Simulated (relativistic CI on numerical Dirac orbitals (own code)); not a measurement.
# Er⁴⁺: M4,5 absorption edge

Computed with this model: Dirac-Coulomb-Breit CI, separate exchange-only KLI orbitals for each configuration, QED by a radiative potential, multiplet model of core-to-valence dipole absorption, unscaled Slater integrals; configurations [Xe] 4f10 → [Ar] 3d9 4s2 4p6 4d10 4f11 5s2 5p6; 80 K; Lorentzian 0.6 eV and Gaussian 0.4 eV FWHM. Energies are those of the free ion, without screening or charge transfer. The branching ratio is the share of the lower-energy edge in the whole absorption, uncertain by about 0.02 where the edges overlap. S is read from ⟨S²⟩ = S(S + 1).

free ion: ground-state S = 1.95, centroid 1415.33 eV, branching ratio 0.889. Peaks (eV, height): 1405.7 (22), 1408.1 (43), 1409.6 (61), 1410.6 (38), 1412.0 (100), 1414.2 (24), 1415.8 (13), 1451.0 (21).

The statistical ratio of this edge is 3/5 = 0.600. Values above it arise where the holes sit mainly in the j = l + 1/2 valence subshell or the ground state has high spin; values below it where core-valence Coulomb terms move weight to the upper edge, as in nearly empty shells.

Strongest unbroadened transitions for free ion:

```tsv
Energy (eV)	Relative strength
1405.65	22.0
1408.10	41.9
1409.56	58.6
1410.44	10.5
1410.63	13.9
1410.85	4.7
1411.34	14.4
1412.05	100.0
1412.50	6.2
1413.61	5.9
1414.20	20.3
1415.61	3.6
1415.79	4.7
1416.26	7.6
1449.81	3.7
1450.59	2.9
1450.92	16.6
1451.54	13.7
```
